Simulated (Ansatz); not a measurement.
Gas-phase electronic energies from Ansatz, PBE0-D4/def2-TZVP geometries. CCSD(T)/CBS is the MP2 limit (def2-TZVPP, def2-QZVPP) plus CCSD(T) − MP2 in def2-TZVPP, frozen cores. DFT in def2-TZVPP. B3LYP here is the variant with VWN-RPA as its local correlation; programs differ in this. For Zn outer-core shells are correlated without core-valence functions, which leaves a few kJ/mol of doubt a bond. Scalar relativity is left out up to krypton. Each species was taken in one conformer, which may not be the lowest.

Consider the redistribution: `F[CH2][ZnH]` + `BSC(=C)[SiH3]` → `B[S][ZnH]` + `C=C([SiH3])CF`.

Q: Is it downhill or uphill in electronic energy at CCSD(T)/CBS, and by how much? (An estimate is asked.)

A: The calculation gave: Downhill: ΔE = -33.6 kcal/mol.

Q: What do these levels give: PBE-D4, B3LYP-D4, ωB97M-V, B2PLYP, PBE, r2SCAN, PBE0, B3LYP, MP2/def2-TZVPP, CCSD(T)/def2-TZVPP, SCS-MP2/def2-QZVPP, MP2/CBS(def2)? (An estimate is asked.)

A: Computed: PBE-D4 -29.8, B3LYP-D4 -30.9, ωB97M-V -33.1, B2PLYP -32.7, PBE -30.5, r2SCAN -33.2, PBE0 -33.5, B3LYP -32.1, MP2/def2-TZVPP -33.1, CCSD(T)/def2-TZVPP -33.6, SCS-MP2/def2-QZVPP -33.3, MP2/CBS(def2) -33.1 kcal/mol.

Largest T1 diagnostic among the species: 0.017.

In def2-TZVPP, CCSD(T) changes the Hartree–Fock value by +6.3 kcal/mol (the triples alone add +1.0 kcal/mol) and MP2 by +6.8 kcal/mol. From PBE to PBE0 (25 % exact exchange), in def2-TZVPP and without D4, ΔE moves by −3.0 kcal/mol. The D4 term adds +1.2 kcal/mol with B3LYP and +0.6 kcal/mol with PBE0; it sums over pairs of atoms, weighted by their polarisabilities, and B3LYP, whose exchange is more repulsive, gets the larger term.
